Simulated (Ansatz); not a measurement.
Ge4H6. The state is a singlet with charge 0. Geometry PBE-D4/def2-SVP.

```
atom   x (Å)   y (Å)   z (Å)
 Ge1   0.232   1.341  -0.780
 Ge2  -0.229  -1.341   0.781
 Ge3   0.476  -0.993  -1.566
 Ge4  -0.477   0.993   1.566
  H5   1.926  -1.269  -2.050
  H6   0.525   1.650   2.554
  H7   1.756   1.300  -0.290
  H8  -1.754  -1.303   0.293
  H9  -1.928   1.269   2.047
 H10  -0.528  -1.648  -2.554
```

LC-ωPBE has ω = 0.4 bohr⁻¹. The restricted singlet is unstable towards broken spin symmetry in Hartree–Fock (as tested in another run); at PBE-D4/def2-TZVP, r2SCAN-D4/def2-TZVP, PBE0-D4/def2-TZVP, CAM-B3LYP-D4/def2-TZVP and others this wasn't settled. Another isomer (singlet) lies 0.36 eV lower at PBE0-D4/def2-TZVP; other spin states weren't run for this one.

Q: Estimate the orbital energies around the gap (eV) in Ansatz with PBE-D4/def2-TZVP, r2SCAN-D4/def2-TZVP, PBE0-D4/def2-TZVP, CAM-B3LYP-D4/def2-TZVP, LC-ωPBE/def2-TZVP.

A: 
```json
{"orbital": "HOMO−9", "PBE-D4/def2-TZVP": "-13.53", "r2SCAN-D4/def2-TZVP": "-14.06", "PBE0-D4/def2-TZVP": "-15.24", "CAM-B3LYP-D4/def2-TZVP": "-16.97", "LC-ωPBE/def2-TZVP": "-18.79"}
{"orbital": "HOMO−8", "PBE-D4/def2-TZVP": "-12.18", "r2SCAN-D4/def2-TZVP": "-12.66", "PBE0-D4/def2-TZVP": "-13.75", "CAM-B3LYP-D4/def2-TZVP": "-15.39", "LC-ωPBE/def2-TZVP": "-17.08"}
{"orbital": "HOMO−7", "PBE-D4/def2-TZVP": "-11.48", "r2SCAN-D4/def2-TZVP": "-11.92", "PBE0-D4/def2-TZVP": "-12.99", "CAM-B3LYP-D4/def2-TZVP": "-14.54", "LC-ωPBE/def2-TZVP": "-16.16"}
{"orbital": "HOMO−6", "PBE-D4/def2-TZVP": "-8.82", "r2SCAN-D4/def2-TZVP": "-9.21", "PBE0-D4/def2-TZVP": "-10.15", "CAM-B3LYP-D4/def2-TZVP": "-11.56", "LC-ωPBE/def2-TZVP": "-13.07"}
{"orbital": "HOMO−5", "PBE-D4/def2-TZVP": "-8.60", "r2SCAN-D4/def2-TZVP": "-8.99", "PBE0-D4/def2-TZVP": "-9.93", "CAM-B3LYP-D4/def2-TZVP": "-11.31", "LC-ωPBE/def2-TZVP": "-12.80"}
{"orbital": "HOMO−4", "PBE-D4/def2-TZVP": "-7.56", "r2SCAN-D4/def2-TZVP": "-7.90", "PBE0-D4/def2-TZVP": "-8.69", "CAM-B3LYP-D4/def2-TZVP": "-9.92", "LC-ωPBE/def2-TZVP": "-11.24"}
{"orbital": "HOMO−3", "PBE-D4/def2-TZVP": "-7.28", "r2SCAN-D4/def2-TZVP": "-7.61", "PBE0-D4/def2-TZVP": "-8.37", "CAM-B3LYP-D4/def2-TZVP": "-9.57", "LC-ωPBE/def2-TZVP": "-10.89"}
{"orbital": "HOMO−2", "PBE-D4/def2-TZVP": "-6.91", "r2SCAN-D4/def2-TZVP": "-7.23", "PBE0-D4/def2-TZVP": "-8.05", "CAM-B3LYP-D4/def2-TZVP": "-9.31", "LC-ωPBE/def2-TZVP": "-10.64"}
{"orbital": "HOMO−1", "PBE-D4/def2-TZVP": "-6.38", "r2SCAN-D4/def2-TZVP": "-6.64", "PBE0-D4/def2-TZVP": "-7.23", "CAM-B3LYP-D4/def2-TZVP": "-8.22", "LC-ωPBE/def2-TZVP": "-9.38"}
{"orbital": "HOMO", "PBE-D4/def2-TZVP": "-5.78", "r2SCAN-D4/def2-TZVP": "-6.00", "PBE0-D4/def2-TZVP": "-6.57", "CAM-B3LYP-D4/def2-TZVP": "-7.59", "LC-ωPBE/def2-TZVP": "-8.63"}
{"orbital": "LUMO", "PBE-D4/def2-TZVP": "-3.53", "r2SCAN-D4/def2-TZVP": "-3.56", "PBE0-D4/def2-TZVP": "-2.96", "CAM-B3LYP-D4/def2-TZVP": "-2.09", "LC-ωPBE/def2-TZVP": "-1.31"}
{"orbital": "LUMO+1", "PBE-D4/def2-TZVP": "-1.44", "r2SCAN-D4/def2-TZVP": "-1.23", "PBE0-D4/def2-TZVP": "-0.68", "CAM-B3LYP-D4/def2-TZVP": "0.27", "LC-ωPBE/def2-TZVP": "1.35"}
{"orbital": "LUMO+2", "PBE-D4/def2-TZVP": "-1.42", "r2SCAN-D4/def2-TZVP": "-1.21", "PBE0-D4/def2-TZVP": "-0.61", "CAM-B3LYP-D4/def2-TZVP": "0.38", "LC-ωPBE/def2-TZVP": "1.47"}
{"orbital": "LUMO+3", "PBE-D4/def2-TZVP": "-0.71", "r2SCAN-D4/def2-TZVP": "-0.47", "PBE0-D4/def2-TZVP": "0.02", "CAM-B3LYP-D4/def2-TZVP": "0.92", "LC-ωPBE/def2-TZVP": "1.91"}
{"orbital": "LUMO+4", "PBE-D4/def2-TZVP": "-0.20", "r2SCAN-D4/def2-TZVP": "0.02", "PBE0-D4/def2-TZVP": "0.60", "CAM-B3LYP-D4/def2-TZVP": "1.70", "LC-ωPBE/def2-TZVP": "2.76"}
{"orbital": "LUMO+5", "PBE-D4/def2-TZVP": "-0.04", "r2SCAN-D4/def2-TZVP": "0.28", "PBE0-D4/def2-TZVP": "0.75", "CAM-B3LYP-D4/def2-TZVP": "1.70", "LC-ωPBE/def2-TZVP": "2.81"}
```
